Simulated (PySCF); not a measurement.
Compound: C3H6ClFO2S.
SMILES: `C[C@H](CF)S(Cl)(=O)=O`

Torsions of this conformer, `[CH3:1][C@H:2]([CH2:3][F:4])[S:5](=[O:6])(=[O:7])[Cl:8]`: C1–C2–C3–F4 60°, C1–C2–S5–O6 -48°.

The closed-shell ground state was solved at several levels (PySCF, density fitting, gas phase, non-relativistic). Isolated species at its PBE0-D3(BJ)/def2-SVP geometry (one conformer only).

```csv
level,basis functions,HOMO (eV),LUMO (eV),gap (eV),dipole (D)
PBE0/def2-SVPD,231,-9.41,-2.27,7.14,2.61
PBE0/pcSseg-1,180,-9.36,-2.13,7.23,2.59
```

What might B97-2/pcSseg-1 (180 basis functions) give for the same quantities?

HOMO -9.08 eV, LUMO -2.22 eV, gap 6.86 eV, dipole 2.58 D.

Over all these levels, which gives the widest orbital gap and which the narrowest?

PBE0/pcSseg-1 (global hybrid, 25 % exact exchange) has the widest, 7.23 eV, and B97-2/pcSseg-1 (global hybrid, 21 % exact exchange) the narrowest, 6.86 eV. The two share the basis. From the narrowest to the widest the HOMO moves by -0.28 eV and the LUMO by +0.09 eV.

How far do the dipole and the HOMO energy spread over the levels?

The dipole runs from 2.58 to 2.61 D (mean 2.59 D) and the HOMO from -9.41 to -9.08 eV.
